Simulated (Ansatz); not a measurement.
Reaction (substitution at a C–C bond): `CC1CCCCC1` + `[OH][InH][Br]` → `C[O][InH][Br]` + `C1CCCCC1`

Computed with Ansatz on PBE0-D4/def2-TZVP structures; ΔE is electronic, products minus reactants. CCSD(T)/CBS is the MP2 limit (def2-TZVPP, def2-QZVPP) plus CCSD(T) − MP2 in def2-TZVPP, frozen cores. Functionals use def2-TZVPP. def2 core potentials past Kr. For Br, In outer-core shells are correlated without core-valence functions, which leaves a few kJ/mol of doubt a bond. Scalar relativity is left out up to krypton. Each species was taken in one conformer, which may not be the lowest.

`CC1CCCCC1`:

```xyz
21

C    -0.328   -2.122   -1.135
C     0.173   -0.966   -0.286
C    -0.845   -0.572    0.780
C    -0.367    0.599    1.625
C    -0.006    1.797    0.758
C     1.016    1.418   -0.304
C     0.533    0.243   -1.143
H     0.415   -2.420   -1.880
H    -0.559   -2.996   -0.521
H    -1.240   -1.841   -1.670
H     1.087   -1.290    0.232
H    -1.069   -1.435    1.416
H    -1.786   -0.301    0.282
H     0.516    0.292    2.200
H    -1.132    0.875    2.357
H     0.373    2.616    1.377
H    -0.913    2.172    0.267
H     1.960    1.147    0.185
H     1.235    2.277   -0.946
H     1.292   -0.037   -1.880
H    -0.356    0.545   -1.713
```

`[OH][InH][Br]`:

Cartesian coordinates in Å:
```
O -1.180 -0.694 0.554
In 0.385 0.242 -0.200
Br 2.385 -0.337 1.098
H -1.997 -0.505 0.085
H 0.407 1.294 -1.536
```

`C[O][InH][Br]`:

```xyz
8

C    -0.508    0.922   -0.801
O    -0.897    0.094    0.266
In    0.286   -1.182    1.176
Br    2.555   -1.140    0.199
H     0.543    0.798   -1.091
H    -1.127    0.709   -1.680
H    -0.659    1.973   -0.528
H    -0.194   -2.174    2.458
```

`C1CCCCC1`:

Z-matrix (Å, degrees):
```
C
C 1 1.534
C 1 1.521 2 110.7
H 1 1.093 2 110.2 3 123.2
H 1 1.096 2 110.0 3 -120.2
C 2 1.534 1 112.0 3 31.4
H 2 1.094 1 109.4 3 153.4
H 2 1.094 1 109.8 3 -90.4
C 3 1.534 1 110.7 2 -64.8
H 3 1.096 1 108.8 2 56.1
H 3 1.093 1 111.0 2 172.4
C 6 1.521 2 110.7 1 31.0
H 6 1.093 2 110.2 1 154.2
H 6 1.096 2 110.0 1 -89.2
H 9 1.094 3 109.8 1 -90.8
H 9 1.094 3 109.4 1 153.0
H 12 1.096 6 108.8 2 56.1
H 12 1.093 6 111.0 2 172.5
```

| level | ΔE (kJ/mol) |
| --- | --- |
| ωB97M-V | 85.6 |
| B2PLYP | 82.1 |
| r2SCAN | 83.8 |
| CCSD/def2-TZVPP | 86.3 |

Problem. What does CCSD(T)/CBS give? (An estimate is asked.)

Solution. Computed: +88.6 kJ/mol. The listed levels differ from it by -3.0, -6.5, -4.8, -2.3 kJ/mol.

Largest T1 diagnostic among the species: 0.014.

In def2-TZVPP, CCSD(T) changes the Hartree–Fock value by +9.1 kJ/mol (the triples alone add +0.5 kJ/mol) and MP2 by +16.4 kJ/mol. From PBE to PBE0 (25 % exact exchange), in def2-TZVPP and without D4, ΔE moves by +4.2 kJ/mol.
